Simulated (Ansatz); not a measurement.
Input for Ansatz (a first-principles code): R-wB97M-V/def2-TZVPPD on H2Se (SMILES [SeH2]) with ghost functions. Files ending in .json are basis or fitting sets from the Basis Set Exchange.

Ansatz 0.2 input:
```yaml
crystal:
  periodic: [false, false, false]
  atoms:
    - {symbol: Se, position_ang: [-1.00958273, 0.53385532, 3.41710959]}
    - {symbol: H, position_ang: [0.12604318, -0.35647416, 3.12627285]}
    - {symbol: H, position_ang: [-1.94009157, -0.60440130, 3.46027547]}
basis:
  gaussian:
    orbitals: def2-TZVPPD.json
    ghost_atoms:
      - {symbol: O, position_ang: [1.06929457, -0.99983719, 0.84770382]}
      - {symbol: C, position_ang: [0.46778350, -0.55171561, -0.09122250]}
      - {symbol: O, position_ang: [-0.59998483, 0.24657967, -0.02902505]}
      - {symbol: H, position_ang: [0.72738013, -0.74760930, -1.14021879]}
      - {symbol: H, position_ang: [-0.82289129, 0.41491516, 0.91342077]}
hamiltonian:
  xc: {name: wB97M-V}
scf: {lower_state_search: off}
```

Output:

```
WARN ansatz: RAYON_NUM_THREADS=1 ignored (pool sized by the plan → 1); use --threads N
Functional definition: wB97M-V
these checks for a lower state are left out or cut short: stability, starts, cluster_reference, orbital_swaps, neighbouring_geometries, increment
integrals: 0.23 GiB planned
1179 factors; their error is unknown
integrals: 0.26 GiB planned
332 factors; integrals over basis functions are off by at most 3.9e-5 eV
mean field: 1.68 GiB planned
mean field evaluation 1: about -65377.8243 eV, gradient 8.3e0 eV
mean field evaluation 2: about -65378.0410 eV, gradient 3.3e0 eV
mean field evaluation 4: about -65378.0733 eV, gradient 4.6e-1 eV
mean field evaluation 8: about -65378.2435 eV, gradient 2.1e-3 eV
mean field evaluation 16: about -65378.2435 eV, gradient 3.1e-6 eV
mean field -65378.24347920 eV, -2402.6061328956 hartree, gradient 3.1e-6 eV, S^2 0.000000; 0 other end points of the search recorded, 0 dependent functions left out
reference -65378.24354746 eV, -2402.6061354040 hartree; 18, 18 occupied and 224, 224 virtual orbitals, 1179 factors
Total energy: -65378.24354746 eV, -2402.6061354040 hartree
Checks for a lower state left out: stability, starts, cluster_reference, orbital_swaps, neighbouring_geometries, increment
```

The run converged.

Cost: roughly 8 core-seconds.
